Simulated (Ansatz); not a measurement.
`Cl[Si](Cl)(Cl)[SnH3]` → `Cl[Si](Cl)Cl`• + `[SnH3]`•  (homolysis of the Si–Sn bond)

Isolated molecules relaxed with PBE0-D4/def2-TZVP in Ansatz; ΔE leaves out vibrations. CBS: MP2 limit from def2 TZ/QZ plus the TZ coupled-cluster correction, frozen cores. Functionals use def2-TZVPP. Open shells (•) are unrestricted, without spin–orbit coupling. def2 core potentials past Kr. For Sn outer-core shells are correlated without core-valence functions, which leaves a few kJ/mol of doubt a bond.

`Cl[Si](Cl)(Cl)[SnH3]`:

Cartesian coordinates in Å:
```
Cl -1.769 1.506 1.428
Si -0.252 1.179 0.095
Cl -0.826 1.954 -1.710
Cl 1.382 2.231 0.736
Sn 0.281 -1.318 -0.105
H -1.113 -2.133 -0.645
H 1.549 -1.517 -1.223
H 0.748 -1.902 1.425
```

`Cl[Si](Cl)Cl`•:

Cartesian coordinates in Å:
```
Cl -0.658 0.732 1.663
Si -0.453 -0.182 -0.152
Cl 0.233 1.171 -1.520
Cl 0.878 -1.722 0.009
```

`[SnH3]`•:

```xyz
4

Sn    0.294    0.290    0.102
H    -0.440   -0.299    1.535
H     1.043   -1.005   -0.737
H    -0.896    1.014   -0.900
```

Problem. What is ΔE at CCSD(T)/CBS? (Best estimate.)

Solution. Computed: +72.1 kcal/mol.

Problem. What do these levels give: r2SCAN0-D4, revPBE, r2SCAN, CAM-B3LYP, MP2/def2-TZVPP, HF/CBS(def2)? (Best estimate.)

Solution. Computed: r2SCAN0-D4 63.3, revPBE 57.9, r2SCAN 62.1, CAM-B3LYP 63.1, MP2/def2-TZVPP 70.0, HF/CBS(def2) 46.5 kcal/mol.

Largest T1 diagnostic among the species: 0.015.

The D4 term adds +4.5 kcal/mol with B3LYP and +2.5 kcal/mol with PBE0; it sums over pairs of atoms, weighted by their polarisabilities, and B3LYP, whose exchange is more repulsive, gets the larger term. From BLYP to BHLYP (50 % exact exchange), in def2-TZVPP and without D4, ΔE moves by +5.0 kcal/mol. In def2-TZVPP, CCSD(T) changes the Hartree–Fock value by +21.0 kcal/mol (the triples alone add +1.7 kcal/mol) and MP2 by +23.2 kcal/mol; breaking electron pairs costs correlation energy, which Hartree–Fock lacks.

B3LYP here is the variant with VWN-RPA as its local correlation; programs differ in this.
